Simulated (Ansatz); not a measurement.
## Nudged elastic band run: Si₁₆C

input.yaml

```yaml
crystal:
  lattice:
    - [0.0, 5.43, 5.43]
    - [5.43, 0.0, 5.43]
    - [5.43, 5.43, 0.0]
  atoms:
    - { symbol: Si, position: [-0.04839576, -0.03091031, 0.07944285] }
    - { symbol: Si, position: [0.11881829, 0.10794008, 0.13912279] }
    - { symbol: Si, position: [-0.00673719, 0.01720054, 0.51377209] }
    - { symbol: Si, position: [0.09177831, 0.13750838, 0.67094788] }
    - { symbol: Si, position: [-0.01304801, 0.47699829, -0.00518514] }
    - { symbol: Si, position: [0.11361898, 0.61496162, 0.09260363] }
    - { symbol: Si, position: [0.05855729, 0.49644943, 0.51458855] }
    - { symbol: Si, position: [0.15062048, 0.64365194, 0.63763163] }
    - { symbol: Si, position: [0.49176175, 0.00249338, -0.00401719] }
    - { symbol: Si, position: [0.59054848, 0.15199684, 0.12001845] }
    - { symbol: Si, position: [0.46240934, 0.03559005, 0.49695552] }
    - { symbol: Si, position: [0.61894869, 0.12783808, 0.62137476] }
    - { symbol: Si, position: [0.49689201, 0.52364772, -0.04343695] }
    - { symbol: Si, position: [0.61328616, 0.62788146, 0.10974667] }
    - { symbol: Si, position: [0.51651974, 0.50052109, 0.48341671] }
    - { symbol: Si, position: [0.64742811, 0.66789955, 0.54941905] }
    - { symbol: C, position: [0.90829233, 0.70699265, 0.33375749] }
magnetization:
  spin_polarized: true
basis:
  ecutwfc: 420.0
kpoints:
  mp_grid: { grid: [2, 2, 2] }
hamiltonian:
  xc: pbe
  pseudopotentials: { kind: paw, azcp: { folder: soft_1 } }
scf:
  occupations: { method: gaussian, width: 0.05 }
  lower_state_search: "off"
neb:
  images: 5
  f_tol: 0.05
  initial_path: linear
  max_iterations: 16
  spring: 2.0
  final_atoms:
    - { symbol: Si, position: [0.01924675, -0.01006608, 0.00083957] }
    - { symbol: Si, position: [0.12493998, 0.11944532, 0.13842587] }
    - { symbol: Si, position: [0.01449194, -0.01880594, 0.51169333] }
    - { symbol: Si, position: [0.12499053, 0.1244848, 0.62585453] }
    - { symbol: Si, position: [0.00787181, 0.49296023, 0.0063917] }
    - { symbol: Si, position: [0.12481023, 0.61715897, 0.13873638] }
    - { symbol: Si, position: [0.01430236, 0.49242498, 0.51199625] }
    - { symbol: Si, position: [0.15193604, 0.60781636, 0.6323819] }
    - { symbol: Si, position: [0.49809212, -0.01662547, 0.01168694] }
    - { symbol: Si, position: [0.65234347, 0.14831144, 0.05111228] }
    - { symbol: Si, position: [0.47260888, 0.0598609, 0.40824879] }
    - { symbol: Si, position: [0.6459915, 0.08053399, 0.6443508] }
    - { symbol: Si, position: [0.49800926, 0.50686757, 0.01191067] }
    - { symbol: Si, position: [0.63338815, 0.60949642, 0.14781059] }
    - { symbol: Si, position: [0.52636799, 0.47569372, 0.52246893] }
    - { symbol: Si, position: [0.64574625, 0.62951866, 0.64440384] }
    - { symbol: C, position: [0.65488682, 0.89741522, 0.55060156] }
  order_check: false
```

Launched with:

```bash
$ ansatz run input.yaml --threads 2 --pin off --max-ram 5120MiB --backend cpu --events-out ev --progress --plain --runs-dir out
```

Output, in part (warnings, iteration lines):

```
NEB end point (image 0): max|allowed force component| = 1.345e-2 eV/Å (the criterion of neb.relax_end_points is 1.000e-2)
NEB end point (image 6): max|allowed force component| = 2.305e-2 eV/Å (the criterion of neb.relax_end_points is 1.000e-2)
NEB iter   1: max|band force component| = 9.409e0 eV/Å  barrier→ = 2.4796 eV  barrier← = 2.6038 eV  Δτ_max = 0.1684 Å  (63 SCF iters)
NEB iter   2: max|band force component| = 4.750e0 eV/Å  barrier→ = 1.2371 eV  barrier← = 1.3613 eV  Δτ_max = 0.2000 Å  (38 SCF iters)
NEB iter   3: max|band force component| = 1.257e0 eV/Å  barrier→ = 0.7347 eV  barrier← = 0.8589 eV  Δτ_max = 0.2000 Å  (39 SCF iters)
NEB iter   4: max|band force component| = 7.243e-1 eV/Å  barrier→ = 0.5427 eV  barrier← = 0.6668 eV  Δτ_max = 0.2000 Å  (39 SCF iters)
NEB iter   5: max|band force component| = 1.874e0 eV/Å  barrier→ = 0.3153 eV  barrier← = 0.4395 eV  Δτ_max = 0.1006 Å  (41 SCF iters)
NEB iter   6: max|band force component| = 9.577e-1 eV/Å  barrier→ = 0.1458 eV  barrier← = 0.2700 eV  Δτ_max = 0.1012 Å  (36 SCF iters)
NEB iter   7: max|band force component| = 5.592e-1 eV/Å  barrier→ = 0.0844 eV  barrier← = 0.2085 eV  Δτ_max = 0.1034 Å  (36 SCF iters)
NEB iter   8: max|band force component| = 6.332e-1 eV/Å  barrier→ = 0.0356 eV  barrier← = 0.1597 eV  Δτ_max = 0.1006 Å  (35 SCF iters)
NEB iter   9: max|band force component| = 2.442e-1 eV/Å  barrier→ = 0.0206 eV  barrier← = 0.1448 eV  CI = image 2  Δτ_max = 0.1021 Å  (35 SCF iters)
NEB iter  10: max|band force component| = 2.115e-1 eV/Å  barrier→ = 0.0200 eV  barrier← = 0.1441 eV  CI = image 5  Δτ_max = 0.0505 Å  (34 SCF iters)
NEB iter  11: max|band force component| = 2.733e-1 eV/Å  barrier→ = 0.0112 eV  barrier← = 0.1353 eV  CI = image 5  Δτ_max = 0.0255 Å  (32 SCF iters)
NEB iter  12: max|band force component| = 3.015e-1 eV/Å  barrier→ = 0.0183 eV  barrier← = 0.1425 eV  CI = image 5  Δτ_max = 0.0504 Å  (30 SCF iters)
NEB iter  13: max|band force component| = 2.223e-1 eV/Å  barrier→ = 0.0226 eV  barrier← = 0.1468 eV  CI = image 5  Δτ_max = 0.0694 Å  (32 SCF iters)
NEB iter  14: max|band force component| = 1.202e-1 eV/Å  barrier→ = 0.0231 eV  barrier← = 0.1473 eV  CI = image 5  Δτ_max = 0.0987 Å  (29 SCF iters)
NEB iter  15: max|band force component| = 2.032e-1 eV/Å  barrier→ = 0.0467 eV  barrier← = 0.1709 eV  CI = image 2  Δτ_max = 0.1006 Å  (34 SCF iters)
NEB iter  16: max|band force component| = 2.222e-1 eV/Å  barrier→ = 0.0346 eV  barrier← = 0.1588 eV  CI = image 2  Δτ_max = 0.0508 Å  (34 SCF iters)
Error: NEB band did not converge after 16 iterations: max|band force component| = 2.22e-1 eV/Å (threshold 5.0e-2); raise `neb.max_iterations` in a new run, which can start from the last band evaluated (`neb.initial_path`, with `crystal.atoms` and `neb.final_atoms` set to its first and last images), …
```

It did not converge within its limit. The band didn't meet its force threshold, so its energies are provisional: the largest band force was still 0.22 eV/Å, and over the last iterations the top moved between 0.02 and 0.05 eV. Inner images lie below an end point, which means an intermediate or an end that isn't the lowest structure nearby. Limits of this set-up: coarse k mesh.

Final band (atoms are numbered from 1 in the order of the input):

```json
{"image": "0", "path coordinate (Å)": "0.00", "energy (eV)": "0.000", "Si1–C17 (Å)": "2.02", "Si6–C17 (Å)": "1.92", "Si7–C17 (Å)": "1.83"}
{"image": "1", "path coordinate (Å)": "1.15", "energy (eV)": "-0.118", "Si1–C17 (Å)": "3.04", "Si6–C17 (Å)": "1.84", "Si7–C17 (Å)": "1.77"}
{"image": "2", "path coordinate (Å)": "2.31", "energy (eV)": "0.035", "Si1–C17 (Å)": "3.21", "Si6–C17 (Å)": "2.01", "Si7–C17 (Å)": "1.88"}
{"image": "3", "path coordinate (Å)": "3.45", "energy (eV)": "-0.122", "Si1–C17 (Å)": "3.56", "Si6–C17 (Å)": "3.03", "Si7–C17 (Å)": "1.83"}
{"image": "4", "path coordinate (Å)": "4.59", "energy (eV)": "-0.124", "Si1–C17 (Å)": "3.94", "Si6–C17 (Å)": "3.43", "Si7–C17 (Å)": "1.84"}
{"image": "5", "path coordinate (Å)": "5.73", "energy (eV)": "0.033", "Si1–C17 (Å)": "3.79", "Si6–C17 (Å)": "3.51", "Si7–C17 (Å)": "2.00"}
{"image": "6", "path coordinate (Å)": "6.88", "energy (eV)": "-0.124", "Si1–C17 (Å)": "3.65", "Si6–C17 (Å)": "3.91", "Si7–C17 (Å)": "2.98"}
```

The run took 9.1 min on 2 threads of AMD EPYC 7R43 64-Core Processor (Zen 3) (shared host), peak memory 1.3 GiB.
